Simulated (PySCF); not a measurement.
WCl4H2, SMILES [Cl][WH2]([Cl])([Cl])[Cl], multiplicity 1. Geometry optimised at B3LYP-D3(BJ)/def2-SVP. The spin state was assumed, not searched. The structure was generated by enumeration; whether it is a known compound was not checked. The def2 effective core potentials stand for the cores of W; spin–orbit coupling is left out.

Method: B3LYP-D3(BJ)/def2-SVP run with PySCF.

Harmonic wavenumbers (cm⁻¹): 84, 126, 132, 134, 138, 347, 371, 384, 390, 574, 661, 788, 1117, 2097, 2119. Rotational constants (GHz): 1.283, 1.206, 0.7230; symmetry number 2.

Problem. Work out the zero-point energy and the ideal-gas rigid-rotor harmonic-oscillator thermochemistry at 298.15 K and 1 atm.

Solution. ZPE = ½ Σ hcν = ½ × 9462 cm⁻¹ = 56.60 kJ/mol. H − E(el) = 80.22 kJ/mol. Entropy in J/(mol K): translation 180.98, rotation 119.93, vibration 87.21, total 388.12. G − E(el) = -35.50 kJ/mol. Cp = 111.48 J/(mol K). Modes under 150 cm⁻¹ make the vibrational entropy uncertain.
